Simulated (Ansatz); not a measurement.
Species: C6H4F2, SMILES `Fc1ccc(F)cc1` (charge 0, multiplicity 1).

Give a relaxed geometry from B3LYP-D3(BJ)/def2-SVP (Ansatz, a program for electronic structure).

the end point of this relaxation (outside a Z-matrix the atoms follow the SMILES, hydrogens last).
Z-matrix (Å, degrees):
```
C
F 1 1.3413
C 1 1.3934 2 119.22
H 3 1.0911 1 119.39 2 0.00
C 1 1.3934 2 119.22 3 -180.00
H 5 1.0911 1 119.39 2 0.00
C 3 1.3966 4 121.39 1 -180.00
H 7 1.0911 3 121.39 4 0.00
C 7 1.3934 8 119.39 3 -180.00
F 9 1.3413 7 119.22 8 0.00
C 9 1.3934 10 119.22 7 -180.00
H 11 1.0911 9 119.39 10 0.00
```
